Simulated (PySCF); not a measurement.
PySCF input for VOF3, SMILES [O]=[V]([F])([F])[F], multiplicity 1, PBE/pcSseg-1. The structure is a stationary point at B3LYP-D3(BJ)/def2-SVP. The spin state was assumed, not searched.

```python
import numpy as np
from pyscf import gto, scf, dft
from pyscf.prop.nmr import rks as nmr

mol = gto.M(
    atom='''
    V    -0.00000000   -0.00000000   -0.03868429
    O     0.00000001    0.00000000   -1.58407682
    F    -1.40336208    0.81023148    0.50230937
    F     1.40336208    0.81023147    0.50230939
    F    -0.00000001   -1.62046295    0.50230938
    ''',
    basis='pcSseg-1',
    charge=0,
    spin=0,
    max_memory=1600,
    verbose=3,
)
mf = dft.RKS(mol, xc='pbe')
mf.grids.level = 3
mf.conv_tol = 1e-10
mf.max_cycle = 100
mf.kernel()
n = nmr.NMR(mf)
n.verbose = 2
n.max_cycle_cphf = 60
sigma = n.kernel()
print('atom   isotropic/ppm   span/ppm')
for i, s in enumerate(sigma):
    w = np.linalg.eigvalsh((s + s.T) / 2)
    print(f'{mol.atom_symbol(i):2s}{i + 1:3d} {w.mean():14.3f} {w[2] - w[0]:11.3f}')
```

Log of the run:

```
converged SCF energy = -1318.31176756888
atom   isotropic/ppm   span/ppm
V   1      -1162.344     453.212
O   2       -854.427    1307.161
F   3       -203.575     768.414
F   4       -203.575     768.414
F   5       -203.575     768.419
```

The run converged.

Cost: about 12 core-seconds (a rough figure).
